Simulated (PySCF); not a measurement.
Compound: C₆H₈AlPS.
Structure used (PBE0-D3(BJ)/def2-SVP), in Å, numbered top down from 1:
```
atom  x, y, z in Å
Al1   -2.4997    1.7007    0.5646
P2    -0.9373   -0.1669   -0.0251
C3     0.8504    0.0839    0.0296
C4     1.8622   -0.8398   -0.3801
C5     3.1216   -0.3348   -0.2094
S6     3.0894    1.2552    0.4433
C7     1.3804    1.2654    0.5005
C8    -1.3028   -1.9247    0.1064
C9    -1.3186   -1.5232   -1.1432
H10   -1.4678    2.5515    1.4582
H11   -3.6160    0.8313    1.3168
H12   -2.8193    2.2517   -0.9066
H13    1.6570   -1.8328   -0.7828
H14    4.0731   -0.8154   -0.4341
H15    0.8326    2.1294    0.8800
H16   -1.4431   -2.7804    0.7670
H17   -1.4806   -1.8364   -2.1749
```

Computed with PySCF at PBE0/pcSseg-1 and CAM-B3LYP/def2-SVPD, non-relativistic, on one gas-phase PBE0-D3(BJ)/def2-SVP geometry that isn't relaxed in the solvent. The solvent is an IEF-PCM continuum (cavity from Bondi-type radii × 1.2). Only the electrostatic response of the medium enters.

Gas phase at PBE0/pcSseg-1: HOMO -7.44 eV, LUMO -1.53 eV, dipole 5.94 D.

Task: What does the continuum do to the energy, the frontier levels and the dipole at PBE0/pcSseg-1 in acetonitrile and dimethylsulfoxide?

Result: 
| solvent | ε | E(solvent) − E(gas) (kJ/mol) | polarisation term (kJ/mol) | distortion of the solute (kJ/mol) | HOMO (eV) | LUMO (eV) | dipole (D) |
| --- | --- | --- | --- | --- | --- | --- | --- |
| acetonitrile | 35.69 | -37.68 | -44.12 | 6.44 | -7.22 | -1.19 | 7.55 |
| dimethylsulfoxide | 46.83 | -38.09 | -44.67 | 6.58 | -7.22 | -1.18 | 7.57 |

The first energy column is the sum of the next two and covers electrostatics alone. From acetonitrile to dimethylsulfoxide the lowering changes by a factor 1.01, Onsager's factor (ε − 1)/(2ε + 1) by 1.01 and ε itself by 1.3.

Task: Which radius a makes the point-dipole formula ΔE = −[(ε − 1)/(2ε + 1)]·μ²/a³ give the value in dimethylsulfoxide, with the gas-phase dipole?

Result: μ = 2.336 au and |ΔE| = 0.01451 Eh give a = 3.00 Å; the farthest nucleus lies 4.18 Å from the centroid of the nuclei, so such a sphere wouldn't even hold the nuclei. The formula assumes a rigid point dipole at the centre of a sphere.

Task: Give the dipole vector in the frame of the coordinates (D, pointing from negative to positive charge), gas and dimethylsulfoxide.

Result: Gas (3.61, -4.49, -1.43), solvent (4.33, -5.91, -1.90). Its length changes by +28 % and its direction by 3°.

Task: Which ESP-fitted charges (PBE0/pcSseg-1) respond most in acetonitrile (means over atoms taken as equivalent)?

Result: 
| atoms | environment | gas (e) | solvent (e) | change |
| --- | --- | --- | --- | --- |
| C4 | aromatic CH carbon | -0.209 | -0.262 | -0.053 |
| C7 | aromatic CH next to a ring sulfur | -0.360 | -0.406 | -0.046 |
| Al1 | aluminium bonded to P and 3 H | +0.672 | +0.715 | +0.043 |
| H13 | aromatic hydrogen | +0.168 | +0.204 | +0.036 |
| H10/H11/H12 | Al–H hydrogen | -0.308 | -0.343 | -0.035 |
| C3 | substituted aromatic carbon | +0.178 | +0.209 | +0.031 |
| H15 | aromatic hydrogen | +0.273 | +0.298 | +0.025 |
| H16/H17 | vinylic hydrogen | +0.200 | +0.221 | +0.021 |

Task: Which Mayer bond orders change most in acetonitrile?

Result: 
```json
{"bond": "Al1–P2", "length (Å)": "2.505", "gas": "0.340", "solvent": "0.375", "change": "+0.035"}
{"bond": "Al1–H12", "length (Å)": "1.603", "gas": "0.886", "solvent": "0.860", "change": "-0.026"}
{"bond": "Al1–H11", "length (Å)": "1.602", "gas": "0.879", "solvent": "0.855", "change": "-0.024"}
{"bond": "P2–C8", "length (Å)": "1.800", "gas": "0.962", "solvent": "0.983", "change": "+0.021"}
{"bond": "C9–P2", "length (Å)": "1.799", "gas": "0.966", "solvent": "0.986", "change": "+0.020"}
{"bond": "C8–C9", "length (Å)": "1.313", "gas": "1.644", "solvent": "1.626", "change": "-0.018"}
{"bond": "C7–C3", "length (Å)": "1.378", "gas": "1.536", "solvent": "1.523", "change": "-0.013"}
{"bond": "S6–C7", "length (Å)": "1.710", "gas": "1.209", "solvent": "1.201", "change": "-0.008"}
```

Gas phase at CAM-B3LYP/def2-SVPD: HOMO -8.64 eV, LUMO -0.44 eV, dipole 5.86 D.

Task: What does the continuum do to the energy, the frontier levels and the dipole at CAM-B3LYP/def2-SVPD in acetonitrile?

Result: 
```tsv
solvent	ε	E(solvent) − E(gas) (kJ/mol)	polarisation term (kJ/mol)	distortion of the solute (kJ/mol)	HOMO (eV)	LUMO (eV)	dipole (D)
acetonitrile	35.69	-37.43	-44.34	6.91	-8.36	-0.08	7.56
```

Task: How does the static polarisability (CAM-B3LYP/def2-SVPD, frozen core, with the continuum's full static response) change?

Result: 
```
      medium  isotropic (au)  principal values (au)  ⟨r²⟩ of the electrons (bohr²)
         gas           143.0    103.2, 150.4, 175.2                         2219.8
acetonitrile           203.8    154.3, 209.6, 247.5                         2220.9
```

The isotropic value in acetonitrile is 1.43 times the gas-phase one; no cavity-field correction is applied. ⟨r²⟩ is taken about the centre of nuclear charge.
